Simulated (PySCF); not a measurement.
CH₄BF.

```xyz
7

B     -0.2274    -0.4444     0.1408
H     -0.8995    -1.4168     0.3565
F      0.9482    -0.4030     0.7538
C     -0.6732     0.7152    -0.7910
H     -1.6183     1.1354    -0.4280
H     -0.8996     0.3217    -1.7885
H      0.0602     1.5177    -0.8825
```

Geometry: PBE0-D3(BJ)/def2-TZVP.

Level of theory: HF/pcSseg-2 in PySCF. Non-relativistic, no solvent.

Computed absolute GIAO shielding of each atom: isotropic value and principal components (ppm):
```csv
atom,σ(iso),σ11,σ22,σ33,span
B1,60.4,-0.5,85.1,96.6,97.1
H2,26.8,25.2,25.6,29.7,4.6
F3,244.8,75.6,173.5,485.2,409.5
C4,184.7,165.0,187.7,201.5,36.6
H5,31.3,27.8,29.0,37.1,9.2
H6,31.3,27.8,29.0,37.0,9.2
H7,31.3,27.6,29.3,37.1,9.5
```
